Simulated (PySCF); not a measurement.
# Stretching BeB

Set-up: basis Be 3-21G, B 3-21G; no relativity; PySCF 2.14. Energies in eV from Be + B in their ground configurations at the same level. All curves are PBE0. state 1: Ms = 0.5 determinant of mixed spin (⟨S²⟩ near 1.4), unpaired electrons π ↑; state 2: ⁴Σ⁻ (quartet), unpaired electrons σ ↑, π ↑↑, a second solution, started from another occupation; state 3: ⁴Π (quartet), unpaired electrons σ ↑↑, π ↑, a second solution, started from another occupation; state 4: Ms = 0.5 determinant of mixed spin (⟨S²⟩ near 1.8), unpaired electrons σ ↑, π ↑↓, a mixture of terms (⟨Lz²⟩ = 2.0), a second solution, started from another occupation.

| R (Å) | state 1 | state 2 | state 3 | state 4 |
| --- | --- | --- | --- | --- |
| 1.650 | -0.786 | -1.007 | -0.6348 | -0.2683 |
| 1.727 | -1.038 | -1.045 | -0.8350 | -0.3091 |
| 1.804 | -1.178 | -0.986 | -0.9207 | -0.2553 |
| 1.861 | -1.227 | -0.897 | -0.9280 | -0.1705 |
| 1.919 | -1.239 | -0.778 | -0.8976 | -0.0581 |
| 1.977 | -1.224 | -0.638 | -0.8376 | 0.0740 |
| 2.053 | -1.172 | -0.430 | -0.7234 | 0.2696 |
| 2.149 | -1.074 | -0.149 | -0.5424 | 0.5298 |
| 2.264 | -0.934 | 0.195 | -0.2931 | 0.8413 |
| 2.418 | -0.745 | 0.640 | 0.0598 | 1.2186 |

**Question.** Put a parabola through the three lowest points of the state 1 curve and estimate Re, k and ωe (reduced mass 4.956 u; 1 eV/Å² = 0.16022 mdyn/Å; ωe = 1302.8·√(k/μ) cm⁻¹).

**Answer.** Through R = 1.861, 1.919, 1.977 Å the second-order coefficient is 4.01 eV/Å², so Re ≈ 1.916 Å, k ≈ 1.29 mdyn/Å and ωe ≈ 664 cm⁻¹. A polynomial fit of higher order to the unrounded PBE0 energies gives Re = 1.914 Å, k = 1.38 mdyn/Å, ωe = 687 cm⁻¹; anharmonicity and rounding make the difference.

The higher-order fit for each curve: state 1: Re = 1.914 Å, ωe = 687 cm⁻¹, De = 1.24 eV; state 2: Re = 1.715 Å, ωe = 967 cm⁻¹, minimum 1.05 eV below the ground-state fragments; state 3: Re = 1.842 Å, ωe = 820 cm⁻¹, minimum 0.93 eV below the ground-state fragments; state 4: Re = 1.718 Å, ωe = 955 cm⁻¹, minimum 0.310 eV below the ground-state fragments.

3-21G is very small, so such numbers show the basis as much as the molecule. The state is the lowest determinant that a PBE0 search found; another state may lie lower at other levels.
